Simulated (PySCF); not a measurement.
C5H7N, SMILES C#CC/C=N/C.

Geometry: PBE-D3(BJ)/def2-SVP. The structure was generated by enumeration; whether it is a known compound was not checked. Other conformers were not sampled.

Two levels are set side by side: PBE/def2-TZVP (PySCF) and ωB97X/def2-TZVP (PySCF). Same geometry, gas phase. Differences are taken from unrounded values.

```csv
quantity,ωB97X
orbital gap (eV),11.76
highest occupied level (eV),-9.86
lowest empty level (eV),1.90
dipole moment (D),1.31
mean polarisability (bohr³),67.2
```

### Question
What does PBE give, and how far is it from ωB97X? (The exact figures need the calculation; the answer reports its results.)

### Answer

```
quantity                       PBE  PBE minus ωB97X
---------------------------  -----  ---------------
orbital gap (eV)              4.51            -7.25
highest occupied level (eV)  -5.99             3.87
lowest empty level (eV)      -1.48            -3.38
dipole moment (D)             1.16            -0.15
mean polarisability (bohr³)   70.9              3.7
```

PBE's occupied levels lie high since its potential decays too fast outside the molecule; exact exchange lowers them and widens the gap. Loosely held outer electrons make PBE densities more polarisable. Differences between two approximate levels are no errors against the true value.

Rough cost on one machine, each run with all the roots and properties that it gave: ωB97X against PBE within a factor of 2.
